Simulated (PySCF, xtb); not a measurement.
C4H3NOS, SMILES O=Cc1nccs1. The values are those of a single conformer.

Harmonic wavenumbers (cm⁻¹) from GFN2-xTB (xtb) at its own minimum, in rising order: 118, 151, 232, 459, 468, 595, 620, 662, 766, 774, 842, 885, 910, 1055, 1097, 1195, 1316, 1347, 1391, 1516, 1735, 2802, 3137, 3170.

What does PBE0-D3(BJ)/def2-SVP (PySCF 2.14.0) give at its own minimum? (The exact figures need the calculation; the answer reports its results.)

140, 174, 279, 483, 512, 647, 663, 697, 770, 803, 910, 929, 1024, 1082, 1192, 1280, 1362, 1390, 1477, 1584, 1854, 2982, 3242, 3283. Paired by order, the mean absolute difference is 63 cm⁻¹ and the zero-point energies are 38.9 and 41.1 kcal/mol.
